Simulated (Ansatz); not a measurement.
Reaction (atomization): `NC[SiH2]N` → C• + 8 H• + 2 N• + Si•

Program: Ansatz. Geometries: PBE0-D4/def2-TZVP. ΔE: electronic, gas phase. CCSD(T)/CBS adds triple-zeta CCSD(T) − MP2 to the extrapolated MP2 energy (def2 sets, frozen cores). This one scheme is used for every species, atoms too. Functionals use def2-TZVPP. B3LYP here is the variant with VWN-RPA as its local correlation; programs differ in this. Open shells (•) are unrestricted, without spin–orbit coupling. Spin–orbit coupling would lower the free atoms: a little for C, Si. Each species was taken in one conformer, which may not be the lowest.

`NC[SiH2]N`:

Z-matrix (Å, degrees):
```
C
Si 1 1.879
N 1 1.465 2 108.4
H 1 1.101 2 111.2 3 -127.1
H 1 1.095 2 106.9 3 116.8
N 2 1.717 1 106.2 3 -58.5
H 2 1.500 1 107.4 3 65.2
H 2 1.489 1 112.0 3 -177.9
H 3 1.012 1 111.3 2 174.2
H 3 1.013 1 110.5 2 -67.3
H 6 1.007 2 121.3 1 -179.0
H 6 1.010 2 115.6 1 41.2
```

CCSD(T)/CBS gives +4125.2 kJ/mol.

Q: Another level gave +4020.3 kJ/mol. Which?
A. B3LYP/def2-TZVPP
B. CCSD/def2-TZVPP
C. PBE/def2-TZVPP
D. MP2/def2-TZVPP

A: D. MP2/def2-TZVPP 4020.3, CCSD/def2-TZVPP 3949.0, PBE 4152.1, B3LYP 4106.6 kJ/mol.

Largest T1 diagnostic among the species: 0.012.

From PBE to PBE0 (25 % exact exchange), in def2-TZVPP and without D4, ΔE moves by −61.9 kJ/mol: exact exchange takes away binding that semilocal exchange gives to molecules. The D4 term adds +34.0 kJ/mol with B3LYP and +17.8 kJ/mol with PBE0; it sums over pairs of atoms, weighted by their polarisabilities, and B3LYP, whose exchange is more repulsive, gets the larger term.

For atomizations the MP2-based limit and the directly extrapolated one differ by several kJ/mol either way, and by 10 to 25 for some Ge, Se and Sn compounds, so smaller differences from it don't rank the levels.
